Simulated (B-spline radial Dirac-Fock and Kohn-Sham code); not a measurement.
Model: relaxed Dirac-Fock hole states (ΔSCF) with Breit and QED corrections and a finite nucleus. Program: an atomic code on a B-spline grid. Electron correlation is not included.

**Question.** Identify the element and charge state from the binding energies below (tabulated ground configuration; the least bound level is included).

| level | binding energy (eV) |
| --- | --- |
| 2s | 16927.9 |
| 2p1/2 | 16259.9 |
| 2p3/2 | 14095.6 |
| 3d3/2 | 3637.4 |
| 3d5/2 | 3534.7 |
| 4s | 1866.9 |
| 4f | 1098.6 |

**Answer.** Pb³⁰⁺: Z = 82 with 52 electrons, [Kr] 4d10 4f6.

Values without a named source are computed, but for edge energies of neutral atoms, which are taken from tables.
